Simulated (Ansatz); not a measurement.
`[SiH3]CCI` + `C[AsH]C` → `C[As](C)[SiH3]` + `CCI` at 700 K and 1 bar (ligand exchange at the Si–C bond).

Isolated molecules relaxed with PBE0-D4/def2-TZVP in Ansatz; ΔE leaves out vibrations. CCSD(T)/CBS is the MP2 limit (def2-TZVPP, def2-QZVPP) plus CCSD(T) − MP2 in def2-TZVPP, frozen cores. def2 core potentials past Kr. For As, I outer-core shells are correlated without core-valence functions, which leaves a few kJ/mol of doubt a bond. Scalar relativity is left out up to krypton. One conformer a species, not always the lowest.

```csv
species,CCSD(T)/CBS energy (Eh),H − E (kJ/mol),S (J/(mol·K))
`[SiH3]CCI`,-666.83625,286.6,464.1
`C[AsH]C`,-2315.32263,279.0,405.7
`C[As](C)[SiH3]`,-2605.61324,350.9,506.0
`CCI`,-376.55933,221.6,367.3
```

H − E and S are ideal-gas, rigid-rotor, harmonic terms from PBE0-D4/def2-TZVP, for one conformer and one mirror image of each species. 1 Eh = 2625.50 kJ/mol, R = 8.31446 J/(mol·K).

Problem. By hand: ΔE, ΔH, ΔS and ΔG.

Solution. ΔE = (-2605.61324) + (-376.55933) − (-666.83625) − (-2315.32263) = -0.01369 Eh = -35.9 kJ/mol. Δ(H − E) = 350.9 + 221.6 − 286.6 − 279.0 = 6.9, so ΔH = -29.0 kJ/mol. ΔS = 506.0 + 367.3 − 464.1 − 405.7 = 3.5 J/(mol·K). ΔG = -29.0 − 700 × (3.5)/1000 = -31.4 kJ/mol.

Problem. By hand: the equilibrium constant, and the temperature at which ΔG would vanish if ΔH and ΔS stayed fixed.

Solution. log₁₀ K = −ΔG/(RT ln 10) = 2.3. ΔH and −TΔS have one sign here, so there is no such temperature. One of them is within its doubt of zero, so this could turn.

The number of gas molecules stays the same, so ΔS is small and ΔH decides. A doubt of 5 kJ/mol in ΔE shifts log₁₀ K by 0.4 here. Other conformers and mirror images would add mixing entropy, several J/(mol·K) or more a flexible species. These are equilibria of isolated gas molecules and say nothing of rates. Largest T1 diagnostic: 0.011 (customary marks: 0.02 for closed shells, 0.045 for open ones).
